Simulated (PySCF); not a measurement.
## Ionisation energy of Ce³⁵⁺ by level of theory

Ce³⁵⁺ [Ar] 3d5 (6S) → Ce³⁶⁺ [Ar] 3d4 (5D), as a difference of total energies. All numbers are calculated (PySCF 2.14, the spin-free X2C one-electron Hamiltonian (Gaussian nucleus), in an even-tempered Gaussian basis (18 s from 5.6 bohr⁻², ratio 2.5; 12 p from 7.3 bohr⁻², ratio 2.5; 8 d from 7.3 bohr⁻², ratio 2.5; 4 f from 29 bohr⁻², ratio 2.7; 3 g from 44 bohr⁻², ratio 2.7)). Correlated levels: outer shells: [Ne] frozen; virtual orbitals above 40 to 60 times the deepest correlated orbital energy dropped. The calculations carry no spin-orbit coupling.

```csv
method,ionisation energy (eV)
UHF,2401.6
LDA,2399.3
PBE,2398.8
PBE0,2399.9
r2SCAN,2400.5
r2SCANh,2400.8
B2PLYP,2400.6
MP2 (outer shells),2402.0
SCS-MP2 (outer shells),2401.5
```

Spin-orbit coupling is strong in these open shells (close to jj coupling). The scalar numbers leave it out and a first-order estimate fails, so it can dominate the gap to the real levels.

Breit and QED terms and the two-electron picture change are absent.

For comparison: 2378 ± 5 eV (theoretical estimate listed by NIST; NIST Atomic Spectra Database, ionization energies).
